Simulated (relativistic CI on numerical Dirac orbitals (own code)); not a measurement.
Spin-allowed bands of a d3 ion in a tetrahedral site, by hand

Problem. Take Δ = 3440 cm⁻¹ and B = 930 cm⁻¹ for a d3 ion in a tetrahedral site. Calculate the three spin-allowed bands.

Working.
1. The terms of highest spin are 4F (energy 0) and 4P (15B = 13950 cm⁻¹). Here the F term splits into A2 at +1.2Δ = 4128, T2 at +0.2Δ = 688 and T1 at −0.6Δ = -2064 cm⁻¹.
2. The two T1 states mix through the element 0.4Δ: H = [[-2064, 1376], [1376, 13950]], with roots ½(H₁₁ + H₂₂) ∓ ½√[(H₂₂ − H₁₁)² + 4H₁₂²] = ½(11886) ∓ ½(16249) = -2181 and 14067 cm⁻¹.
3. The ground term is 4T1 at -2181 cm⁻¹.
4. Bands: 4T2 2869 cm⁻¹ (3485 nm), 4A2 6309 cm⁻¹ (1585 nm), 4T1(P) 16249 cm⁻¹ (615 nm).

Check. Exact diagonalisation of the whole d3 shell with these parameters gives 4T2 2869, 4A2 6309, 4T1 16249 cm⁻¹. The match is exact, since without spin-orbit coupling no other term has this spin. The ratio of the second band to the first, 2.199, depends on Δ/B = 3.7 alone, which is how a Tanabe-Sugano diagram is read.
